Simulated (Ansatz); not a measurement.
`F/C=[C](/F)[GaH2]` + PH₃ → `[PH2][GaH2]` + `F/C=C/F` at 500 K and 1 bar (ligand exchange at a Ga–C bond).

Isolated molecules relaxed with PBE0-D4/def2-TZVP in Ansatz; ΔE leaves out vibrations. CBS: MP2 limit from def2 TZ/QZ plus the TZ coupled-cluster correction, frozen cores. This one scheme is used for every species. Double bonds are as drawn, so ΔE can hold a change between cis and trans. For Ga outer-core shells are correlated without core-valence functions, which leaves a few kJ/mol of doubt a bond. Scalar relativity is left out up to krypton.

```tsv
species	CCSD(T)/CBS energy (Eh)	H − E (kJ/mol)	S (J/(mol·K))
`F/C=[C](/F)[GaH2]`	-2201.36378	147.0	396.4
PH₃	-342.72256	81.5	231.4
`[PH2][GaH2]`	-2267.26620	110.9	330.7
`F/C=C/F`	-276.83639	123.9	303.0
```

H − E and S are ideal-gas, rigid-rotor, harmonic terms from PBE0-D4/def2-TZVP. 1 Eh = 2625.50 kJ/mol, R = 8.31446 J/(mol·K).

**Question.** By hand: ΔE, ΔH, ΔS and ΔG.

**Answer.** ΔE = (-2267.26620) + (-276.83639) − (-2201.36378) − (-342.72256) = -0.01625 Eh = -42.7 kJ/mol. Δ(H − E) = 110.9 + 123.9 − 147.0 − 81.5 = 6.3, so ΔH = -36.4 kJ/mol. ΔS = 330.7 + 303.0 − 396.4 − 231.4 = 5.9 J/(mol·K). ΔG = -36.4 − 500 × (5.9)/1000 = -39.4 kJ/mol.

**Question.** By hand: the equilibrium constant, and the temperature at which ΔG would vanish if ΔH and ΔS stayed fixed.

**Answer.** log₁₀ K = −ΔG/(RT ln 10) = 4.1. ΔH and −TΔS have one sign here, so there is no such temperature. One of them is within its doubt of zero, so this could turn.

The number of gas molecules stays the same, so ΔS is small and ΔH decides. A doubt of 5 kJ/mol in ΔE shifts log₁₀ K by 0.5 here. These are equilibria of isolated gas molecules and say nothing of rates. Largest T1 diagnostic: 0.014 (customary marks: 0.02 for closed shells, 0.045 for open ones).
